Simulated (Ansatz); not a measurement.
The same ligand exchange along the group F, Cl, Br, I.

Computed with Ansatz on PBE0-D4/def2-TZVP structures; ΔE is electronic, products minus reactants. CCSD(T)/CBS is the MP2 limit (def2-TZVPP, def2-QZVPP) plus CCSD(T) − MP2 in def2-TZVPP, frozen cores. This one scheme is used for every species. DFT in def2-TZVPP. Elements past krypton have def2 core potentials. For Br, I, Zr outer-core shells are correlated without core-valence functions, which leaves a few kJ/mol of doubt a bond. Scalar relativity is left out up to krypton. Each species was taken in one conformer, which may not be the lowest.

```tsv
reaction	CCSD(T)/CBS(def2) (kJ/mol)
`[OH][Zr]([OH])([OH])[F]` + CH₃NH₂ → `C[NH][Zr]([OH])([OH])[OH]` + H–F	118
`[OH][Zr]([OH])([OH])[Cl]` + CH₃NH₂ → `C[NH][Zr]([OH])([OH])[OH]` + HCl	112
`[OH][Zr]([OH])([OH])[Br]` + CH₃NH₂ → `C[NH][Zr]([OH])([OH])[OH]` + HBr	?
`[OH][Zr]([OH])([OH])[I]` + CH₃NH₂ → `C[NH][Zr]([OH])([OH])[OH]` + HI	108
```

(1) Fill in the missing values. (Estimate.)

Largest T1 diagnostic: 0.017, for `[OH][Zr]([OH])([OH])[F]`.

## Answers

(1) Computed: `[OH][Zr]([OH])([OH])[Br]` + CH₃NH₂ → `C[NH][Zr]([OH])([OH])[OH]` + HBr: +116.6 kJ/mol.
